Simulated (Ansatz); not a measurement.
`IC1CCO1` and `FC1CCO1` differ in one atom or group.

Ansatz, PBE0-D4/def2-TZVP geometries, multiplicity 1. 

Elements past krypton have def2 core potentials.

| property | `IC1CCO1` |
| --- | --- |
| LUMO energy (PBE/def2-TZVPP) / eV | -1.73 |
| HOMO energy (PBE/def2-TZVPP) / eV | -5.99 |
| size of the dipole moment (B3LYP/def2-TZVPP) / D | 3.09 |
| LUMO energy (PBE0/def2-TZVPP) / eV | -0.85 |
| HOMO energy (PBE0/def2-TZVPP) / eV | -7.16 |
| HOMO–LUMO gap (PBE0/def2-TZVPP) / eV | 6.31 |

(1) What does the change do to each property? (An estimate is asked.)

## Answers

(1) Computed: 
```tsv
property	`FC1CCO1`	shift
LUMO energy (PBE/def2-TZVPP) / eV	0.57	2.30
HOMO energy (PBE/def2-TZVPP) / eV	-6.57	-0.58
size of the dipole moment (B3LYP/def2-TZVPP) / D	2.74	-0.35
LUMO energy (PBE0/def2-TZVPP) / eV	1.39	2.24
HOMO energy (PBE0/def2-TZVPP) / eV	-8.19	-1.03
HOMO–LUMO gap (PBE0/def2-TZVPP) / eV	9.58	3.27
```

With PBE0 the HOMO falls by 1.03 eV and the LUMO rises by 2.24 eV, so the gap widens by about 3.27 eV. PBE moves the HOMO by -0.58 eV and ωB97M-V by -1.26 eV. Dipoles are sizes alone; their direction can turn.

B3LYP here is the variant with VWN-RPA as its local correlation; programs differ in this.

Spin–orbit coupling is left out; it splits and shifts lone-pair levels of the heavy atoms by tenths of an eV.
